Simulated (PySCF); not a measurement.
A calculated (TPSS, PySCF 2.14, aug-cc-pVDZ-DK, scalar relativity by spin-free X2C-1e) atom or ion has these occupied shells.

| shell | electrons | orbital energy (eV) | rms radius, mean of both spins (bohr) |
| --- | --- | --- | --- |
| 1s α | 1 | -2458.0 | 0.112 |
| 1s β | 1 | -2457.8 | 0.112 |
| 2s α | 1 | -255.64 | 0.519 |
| 2s β | 1 | -255.47 | 0.519 |
| 2p α | 3 | -199.57 | 0.492 |
| 2p β | 3 | -199.32 | 0.492 |
| 3s α | 1 | -53.086 | 1.63 |
| 3s β | 1 | -51.422 | 1.63 |
| 3p α | 1 | -41.429 | 1.78 |

**Question.** Name the element and its charge.

**Answer.** S³⁺ (sulfur, charge +3), in [Ne] 3s2 3p1, 2P determinant.
